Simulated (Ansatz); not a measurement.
Total energies of Ag2S from Ansatz at r2SCAN-D4/def2-TZVP, gas phase (1 Eh = 27.2114 eV = 2625.5 kJ/mol). The reference geometry is relaxed at PBE-D4/def2-TZVP.

```tsv
atom	x (Å)	y (Å)	z (Å)
Ag1	-0.7832	-0.5137	1.2985
Ag2	-0.1045	-0.1883	-1.5865
S3	0.8878	0.7020	0.2880
```

| state | geometry | energy (Eh) |
| --- | --- | --- |
| charge 0 singlet | reference | -692.29906 |
| charge 1 doublet | reference | -692.01905 |
| charge 0 triplet | relaxed at PBE-D4/def2-TZVP | -692.25223 |
| charge 0 quintet | relaxed at PBE-D4/def2-TZVP | -692.15694 |
| free Ag atom (doublet) | – | -147.01662 |
| free S atom (triplet) | – | -398.08366 |

In the def2 sets Ag takes a core potential; there is no spin–orbit coupling.

(1) Work out the vertical ionisation energy to the doublet.

(2) Which of the charge 0 states is lowest, and how far above it are the others?

(3) What is the binding energy per atom against free atoms?

(1) E(charge 1 doublet) − E(charge 0 singlet) = -692.01905 − (-692.29906) = 0.28001 Eh = 7.62 eV. For comparison, −ε of the highest occupied level is 4.97 eV at this level, 2.65 eV less.

(2) The singlet. triplet: -692.25223 − (-692.29906) = 0.04683 Eh = 123.0 kJ/mol; quintet: -692.15694 − (-692.29906) = 0.14212 Eh = 373.1 kJ/mol.

(3) Atoms: 2 × (-147.01662) + 1 × (-398.08366) = -692.11690 Eh. Binding: -692.11690 − (-692.29906) = 0.18216 Eh = 4.96 eV, or 1.65 eV for each of 3 atoms (no zero-point energy, no counterpoise term).

The structure comes from a short search, and lower isomers may exist.
